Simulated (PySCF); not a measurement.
Atom-mapped SMILES (the numbers label the heavy atoms): `[CH3:1][Si@@H:2]1[CH2:3][C@H:4]1[C:5]#[N:6]`. Each H is labelled by its parent atom. Ha(C3) is cis to C1 on the ring; Hb(C3) is trans to C1 on the ring.

Geometry: PBE0-D3(BJ)/def2-SVP; GIAO shifts from PySCF, gas phase, non-relativistic, averaged over equivalent atoms.

At PBE0/cc-pVTZ (282 basis functions, 30 s wall time on 1 thread of an Arm Neoverse V2, shared host):
```json
{"atoms": "C5", "δ (ppm)": "124.5"}
{"atoms": "C3", "δ (ppm)": "1.7"}
{"atoms": "C4", "δ (ppm)": "-5.8"}
{"atoms": "C1", "δ (ppm)": "-7.8"}
{"atoms": "Si2", "δ (ppm)": "-90.4"}
{"atoms": "N6", "δ (ppm)": "283.9"}
{"atoms": "H(Si2)", "δ (ppm)": "3.60"}
{"atoms": "H(C4)", "δ (ppm)": "1.09"}
{"atoms": "Hb(C3)", "δ (ppm)": "0.93"}
{"atoms": "Ha(C3)", "δ (ppm)": "0.80"}
{"atoms": "H(C1)", "δ (ppm)": "0.30"}
```

Referencing at the same level of theory: TMS for 13C (σ = 187.29 ppm), 29Si (σ = 360.00 ppm), 1H (σ = 31.29 ppm); 15N (σ = 266.77 ppm) vs NH3.

Task: Predict the values at PBE0/IGLO-III on the same geometry.

Result: 
| atoms | δ at PBE0/IGLO-III | change |
| --- | --- | --- |
| C5 | 128.3 | +3.8 |
| C3 | 1.9 | +0.2 |
| C4 | -5.6 | +0.2 |
| C1 | -7.9 | -0.1 |
| Si2 | -93.4 | -3.0 |
| N6 | 285.1 | +1.2 |
| H(Si2) | 3.70 | +0.10 |
| H(C4) | 1.16 | +0.07 |
| Hb(C3) | 0.97 | +0.04 |
| Ha(C3) | 0.85 | +0.05 |
| H(C1) | 0.29 | -0.01 |

Referencing at the same level of theory: TMS for 13C (σref 183.78), 29Si (σref 345.34), 1H (σref 31.37); 15N (σref 260.55) vs NH3.

The largest change is at C5 (nitrile carbon). Cost: 289 basis functions, 29 s wall time on 1 thread of an Arm Neoverse V2, shared host. The order of the carbon signals is the same at both levels.

Experimental scales use liquid or dissolved standards, which lie at an offset from isolated NH3 (liquid NH3: subtract about 20 ppm). Unscaled 15N shifts of sp2 nitrogen often come out too high even then, by a few to some tens of ppm.
